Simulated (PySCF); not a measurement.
Electronic structure of Rh²⁺ (rhodium, charge +2) at the UHF level

Configuration: [Kr] 4d6 5s1, high-spin 6D determinant (an excited configuration). Computed with PySCF 2.14 in aug-cc-pVTZ-PP with one added diffuse shell each of s, p, d, f, g type with ECP28MDF (7s7p6d4f3g, 113 functions), with scalar relativity through the core potential.

```json
{
 "Total energy": "-108.393186 hartree",
 "One-electron energy": "-178.6325 hartree",
 "Hartree (Coulomb) energy": "80.2557 hartree",
 "Exchange energy": "-10.0164 hartree",
 "⟨S²⟩": "8.7523",
 "⟨L²⟩": "6.030",
 "Sum of ⟨r⟩": "19.53 bohr",
 "Sum of ⟨r²⟩": "31.43 bohr²",
 "Traceless quadrupole moment −½Σ⟨3z² − r²⟩ along its main axis": "0.505 e·bohr²"
}
```

```
shell  electrons  mean orbital energy (eV)  spread (eV)  rms radius, mean of both spins (bohr)
 4s α          1                   -131.26            0                                   1.05
 4s β          1                   -122.89            0                                   1.05
 4p α          3                   -94.053        1.778                                   1.15
 4p β          3                   -83.946        1.473                                   1.15
 4d α          5                   -38.320        2.047                                   1.50
 4d β          1                   -33.708            0                                   1.50
 5s α          1                   -24.764            0                                   2.79
```

Energies and moments cover only the electrons outside the core potential.
